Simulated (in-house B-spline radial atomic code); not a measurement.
Ga²⁺. Computed with a B-spline radial atomic code. Model: non-relativistic spherical atom: semilocal Troullier-Martins pseudo-atom, one channel per l, against all electrons, high spin, G0W0 and RPA with empty states to l = 8, local potential for every l without a channel, a model core (radius 0 = none) keeps its share of the functional.

What the tables leave out is listed at the end.

The pseudopotential gives back the lowest level of each angular momentum of its own functional in the configuration it was made in; a second state of the same l is only approximately right. Exact exchange, RPA and GW see the smooth pseudo-orbitals and miss the exchange with the core, for which the functional's share stands in. The column with an uncorrelated core keeps all orbitals and exact exchange, and so separates missing core correlation from pseudisation. Only the three outermost levels and the lowest empty one were computed. RPA here is direct RPA, with no exchange kernel, and its energies carry an (l + 1/2)⁻⁴ tail. A hybrid on a potential with a model core restores only its own semilocal share of the core's exchange.

Command:
```bash
python run_psgw.py task.json out
```
Settings (lengths in bohr, energies in hartree):
```
Z                      31
electrons              29
configuration          [Ar] 3d10 4s1
generated_in           [Ar] 3d10 4s2 4p1
functional             lda,vwn
core_shells            4
radius_factor          0.8
core_correction        True
ion_configuration      [Ar] 3d10
```

Time taken, with all properties: 54 s on 1 thread of Arm Neoverse N1 (shared host).

Given: made with LDA VWN5; model core radius 0.306 bohr; local radius 0.614 bohr; mean-field start LDA VWN5.

Valence shells of the generating configuration: 3p, 3d, 4s, 4p.

Channel: s 1.534, p 0.452, d 1.272 (radii in bohr).

Computed: largest level miss in the spin-unpolarised generating configuration 0.026 eV; valence RPA correlation energy all-electron orbitals -1.23 hartree; valence RPA correlation energy pseudo -1.3639 hartree; all-electron RPA polarisability, core included 7.4139 bohr³; pseudo-atom RPA polarisability 7.3778 bohr³; ionisation by mean-field all-electron 31.399 eV; ionisation by RPA all-electron 30.866 eV.

| level | occupied | mean-field all-electron (eV) | mean-field pseudo minus all (eV) | G0W0 all-electron (eV) | G0W0 uncorrelated core minus all (eV) | G0W0 pseudo minus all (eV) | exchange self-energy all-electron (eV) | exchange self-energy pseudo (eV) |
| --- | --- | --- | --- | --- | --- | --- | --- | --- |
| 4s up | 1 | -26.576 | -0.034 | -31.184 | -0.089 | -1.258 | -15.773 | -15.926 |
| 3d down | 1 | -40.067 | 0 | -49.665 | 0.092 | 1.227 | -57.832 | -49.933 |
| 3d up | ? | ? | ? | ? | ? | ? | ? | ? |
| 4s down (empty) | 0 | -25.228 | -0.033 | -20.485 | -0.083 | -1.215 | -3.9915 | -4.2055 |

Q: What belongs in the row 3d up?

A: occupied: 1; mean-field all-electron (eV): -40.293; mean-field pseudo minus all (eV): 0.01; G0W0 all-electron (eV): -49.854; G0W0 uncorrelated core minus all (eV): 0.088; G0W0 pseudo minus all (eV): 1.147; exchange self-energy all-electron (eV): -57.677; exchange self-energy pseudo (eV): -50.01.

Q: What is the ionisation by RPA pseudo minus all?

A: 1.493 eV.

Q: What is the ionisation by mean-field pseudo minus all?

A: 0.052 eV.

Given: mean-field start PBE0.

Computed: valence RPA correlation energy all-electron orbitals -1.1768 hartree; valence RPA correlation energy pseudo -1.3145 hartree; pseudo-atom RPA polarisability 6.4059 bohr³; ionisation by mean-field pseudo minus all 0.46 eV; ionisation by RPA all-electron 30.758 eV; ionisation by RPA pseudo minus all 1.531 eV.

```csv
level,occupied,mean-field all-electron (eV),mean-field pseudo minus all (eV),G0W0 all-electron (eV),G0W0 uncorrelated core minus all (eV),G0W0 pseudo minus all (eV),exchange self-energy all-electron (eV),exchange self-energy pseudo (eV)
4s up,1,-27.152,-0.388,-30.964,-0.08,-1.328,-15.39,-16.126
3d down,1,-43.1,0.383,-49.874,0.091,1.732,-58.068,-50.135
3d up,?,?,?,?,?,?,?,?
4s down (empty),0,-23.229,-0.359,-20.248,-0.073,-1.12,-3.6336,-4.1948
```

Q: What belongs in the row 3d up?

A: occupied: 1; mean-field all-electron (eV): -43.304; mean-field pseudo minus all (eV): 0.34; G0W0 all-electron (eV): -50.043; G0W0 uncorrelated core minus all (eV): 0.086; G0W0 pseudo minus all (eV): 1.512; exchange self-energy all-electron (eV): -57.902; exchange self-energy pseudo (eV): -50.201.

Q: What is the ionisation by mean-field all-electron?

A: 30.698 eV.

Q: What is the all-electron RPA polarisability, core included?

A: 6.7671 bohr³.

Among the listed levels the largest G0W0 shift of the pseudo-atom is +1.73 eV, for 3d down on the PBE0 start, while leaving the core uncorrelated moves that level by +0.09 eV. So pseudisation and the lost core exchange, not the missing core correlation, make the error. Not in the tables (levels of low weight, unsolved or above zero; the highest and the empty levels are kept at any weight): no Hartree-Fock pseudo-atom is run with a model core.
